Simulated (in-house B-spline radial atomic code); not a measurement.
Removing one electron from Sc19+

Closed shell 1s2. Computed with a B-spline radial code for spherical atoms: Koopmans values of Dirac-Hartree-Fock plus a diagonal self-energy, in second order or with its direct term screened (direct RPA, with the hole-particle interaction, or full time-dependent Hartree-Fock), linearised in energy; no-pair Dirac-Coulomb Hamiltonian, finite nucleus. Shifts add to the Koopmans value (the ΔSCF shift is orbital relaxation alone); the final value takes TDHF screening with Breit and QED.

Command:
```bash
python run_mb.py task.json out
```
Settings (nuclear radius in fm, box in bohr, cutoff in hartree):
```
basis_form          2
Z                   21
core_configuration  1s2
rms_radius          3.5459
mass_number         45
speed_of_light      137.036
box_radius          4.829
lmax                7
intervals           60
virtual_cutoff      1764.0
```

Cost of the run: 0.7 s on 1 thread of Arm Neoverse N1, on a shared host.

Energies in eV:

```json
{"subshell": "1s1/2", "Koopmans": "5680.08", "ΔSCF shift": "-1.542", "second order": "?", "direct RPA": "?", "hole-particle": "?", "TDHF": "?", "Breit + QED": "?", "final": "?"}
```

(1) What does the self-energy do to 1s1/2?

## Answers

(1) It shifts the removal energy by -0.388 eV in second order, -0.323 with direct RPA, -0.407 with the hole-particle term and -0.420 with TDHF screening (quasi-particle weight 1.000); Breit and QED add -5.017 eV. The final value is 5674.64 eV, against 5674.904 eV (NIST, tabulated theory). Recoil and two-electron QED terms are left out.
